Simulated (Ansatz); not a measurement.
Reactions of `CC(=N)CI`.

Isolated molecules relaxed with PBE0-D4/def2-TZVP in Ansatz; ΔE leaves out vibrations. CCSD(T)/CBS adds triple-zeta CCSD(T) − MP2 to the extrapolated MP2 energy (def2 sets, frozen cores). This one scheme is used for every species. Elements past krypton have def2 core potentials. For I outer-core shells are correlated without core-valence functions, which leaves a few kJ/mol of doubt a bond. One conformer a species, not always the lowest.

Problem. Order these by ΔE at CCSD(T)/CBS, lowest first. (Estimate.)
A. `CC(=N)CI` + `N=C[SiH3]` → `N=C([SiH3])CI` + `CC=N`
B. `CC(=N)CI` + H–F → `FCI` + `CC=N`
C. `CC(=N)CI` + HCl → `CC(=N)Cl` + `CI`
D. `CC(=N)CI` + H–F → `CC(=N)CF` + HI
E. `CC(=N)CI` + H₂ → `CC(C)=N` + HI

Solution. E (-58.4 kJ/mol), A (+1.6 kJ/mol), C (+9.9 kJ/mol), D (+51.2 kJ/mol), B (+89.4 kJ/mol).

Largest T1 diagnostic: 0.012, for `N=C[SiH3]`.
